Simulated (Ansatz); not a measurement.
Input file for `N[Si]1(F)OCO1`:

```yaml
crystal:
  periodic: [false, false, false]
  atoms:
    - {symbol: N, position_ang: [-0.436470, -1.837694, 0.103124]}
    - {symbol: Si, position_ang: [0.434133, -0.412229, 0.098856]}
    - {symbol: F, position_ang: [1.931963, -0.854145, 0.355381]}
    - {symbol: O, position_ang: [0.246557, 0.667440, -1.142567]}
    - {symbol: C, position_ang: [-0.107428, 1.648604, -0.167464]}
    - {symbol: O, position_ang: [-0.064820, 0.865949, 1.025966]}
    - {symbol: H, position_ang: [-1.429758, -1.885388, -0.037238]}
    - {symbol: H, position_ang: [-0.005593, -2.733277, 0.249951]}
    - {symbol: H, position_ang: [-1.115014, 2.033392, -0.347385]}
    - {symbol: H, position_ang: [0.629530, 2.456149, -0.135622]}
basis:
  gaussian: {orbitals: def2-TZVPP}
correlation: {method: ccsd_t}
```

```sh
$ ansatz run in.yaml --threads 4 --pin off --events-out ev --progress --plain --max-ram 10444MiB
```

The program prints (abridged):

```
Functional definition: HF
1553 factors; integrals over basis functions are off by at most 1.4e-3 eV
mean field evaluation 1: about -17221.8908 eV, gradient 5.3e1 eV
mean field evaluation 2: about -17222.2520 eV, gradient 5.4e1 eV
mean field evaluation 4: about -17227.2492 eV, gradient 3.6e0 eV
mean field evaluation 8: about -17227.3115 eV, gradient 2.7e-1 eV
mean field -17227.31175455 eV, -633.0920298883 hartree, gradient 2.5e-6 eV, S^2 0.000000; 0 other end points of the search recorded, 0 dependent functions left out
10 core orbitals not correlated: weight in the atoms' cores, before any rotation towards them, 1.000 or more for the frozen orbitals, at most 0.000 for the correlated occupied ones
reference -17227.31175455 eV, -633.0920298883 hartree; 18, 18 occupied and 225, 225 virtual orbitals, 1553 factors
second order -32.61401015 eV of doubles, -0.00000000 eV of singles
cycle   1  -32.27465808 eV  change    3.4e-1 eV  update   1.1e-1
cycle   2  -32.96639438 eV  change   -6.9e-1 eV  update   3.1e-2
cycle   3  -33.12003116 eV  change   -1.5e-1 eV  update   1.5e-2
cycle   4  -33.09951825 eV  change    2.1e-2 eV  update   3.3e-3
cycle   5  -33.09880638 eV  change    7.1e-4 eV  update   1.5e-3
cycle   6  -33.09999959 eV  change   -1.2e-3 eV  update   4.4e-4
cycle   7  -33.09967511 eV  change    3.2e-4 eV  update   1.6e-4
cycle   8  -33.09958625 eV  change    8.9e-5 eV  update   4.4e-5
cycle   9  -33.09959467 eV  change   -8.4e-6 eV  update   1.6e-5
perturbative correction -1.21696376 eV, -0.0447225932 hartree
Total energy: -17261.62831298 eV, -634.3531401501 hartree
```

Run time 4.3 min (4 threads of an Arm Neoverse V1 on a shared host); peak host memory 6 GiB.

MP2 recovers 95.0 % of the CCSD(T) correlation energy and the triples give 3.5 %; T1 = 0.0119.
